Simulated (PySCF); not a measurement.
Molfile (atoms numbered from 1):
```
CH8Cl3PSi3
     RDKit          3D

 16 15  0  0  0  0  0  0  0  0999 V2000
    1.5696   -2.0773    0.0972 Si  0  0  0  0  0  4  0  0  0  0  0  0
    0.9787    0.1181   -0.4752 Si  0  0  2  0  0  4  0  0  0  0  0  0
    1.2247    1.3940    1.3739 P   0  0  0  0  0  0  0  0  0  0  0  0
   -1.1967    0.4388   -1.2648 Si  0  0  0  0  0  4  0  0  0  0  0  0
   -2.2520    0.5701    0.3685 C   0  0  0  0  0  0  0  0  0  0  0  0
   -3.9902    0.5400    0.0406 Cl  0  0  0  0  0  0  0  0  0  0  0  0
   -1.8500   -0.8039    1.4278 Cl  0  0  0  0  0  0  0  0  0  0  0  0
   -1.8584    2.0703    1.2341 Cl  0  0  0  0  0  0  0  0  0  0  0  0
    0.4791   -2.9956   -0.2305 H   0  0  0  0  0  0  0  0  0  0  0  0
    2.7492   -2.5154   -0.6540 H   0  0  0  0  0  0  0  0  0  0  0  0
    1.8861   -2.2245    1.5187 H   0  0  0  0  0  0  0  0  0  0  0  0
    1.8554    0.6496   -1.5459 H   0  0  0  0  0  0  0  0  0  0  0  0
    1.2107    2.6022    0.7006 H   0  0  0  0  0  0  0  0  0  0  0  0
    2.6086    1.3323    1.3306 H   0  0  0  0  0  0  0  0  0  0  0  0
   -1.7911   -0.7203   -1.9325 H   0  0  0  0  0  0  0  0  0  0  0  0
   -1.6315    1.6305   -2.0005 H   0  0  0  0  0  0  0  0  0  0  0  0
  1  2  1  0
  2  3  1  0
  2  4  1  0
  4  5  1  0
  5  6  1  0
  5  7  1  0
  5  8  1  0
  1  9  1  0
  1 10  1  0
  1 11  1  0
  2 12  1  6
  3 13  1  0
  3 14  1  0
  4 15  1  0
  4 16  1  0
M  END
```

All values are calculated (PySCF): GIAO PBE0/pcSseg-1 shieldings, GFN2-xTB geometry. Isolated molecule, relativity neglected, equivalent nuclei averaged, one conformer.

Chemical shifts δ = σref − σ; 13C and 1H and 29Si against TMS; 31P vs H3PO4; 35Cl vs HCl, all at this level.

```
      atoms  nucleus  count  Hirshfeld charge  δ (ppm)
        Si1     29Si      1              0.21        ?
         P3      31P      1             -0.03   -292.1
         C5      13C      1              0.01        ?
        H16       1H      1             -0.06     4.78
        Si2     29Si      1              0.11   -109.1
        H12       1H      1             -0.08     4.18
 H9/H10/H11       1H      3             -0.07     3.72
        H15       1H      1             -0.07     4.75
        Si4     29Si      1              0.21        ?
Cl6/Cl7/Cl8     35Cl      3             -0.02      453
    H13/H14       1H      2             -0.02     1.46
```

Problem. Complete the table.

Solution. 
- C5: 115.0 ppm, fully substituted sp3 carbon bonded to 3 Cl and Si; 3 electronegative neighbours deshield it
- Si4: -17.6 ppm, silicon bonded to C, Si, 2 H
- Si1: -104.6 ppm, silicon bonded to Si, 3 H

Carbons that carry Cl, above all several Cl atoms, come out too deshielded, partly because spin–orbit coupling is missing. Shifts are as computed. Against solution values, carbons near 30 ppm lie about +3 ppm off and those near 130 ppm about +5 ppm; carbons on Cl a further +6 ppm. Of 1211 compounds with measured shifts, 218 miss one by over three times the rms of a fit or turn the order of signals round; such compounds aren't used in these exercises. Experimental scales use liquid or dissolved standards, which lie at an offset from isolated H3PO4.
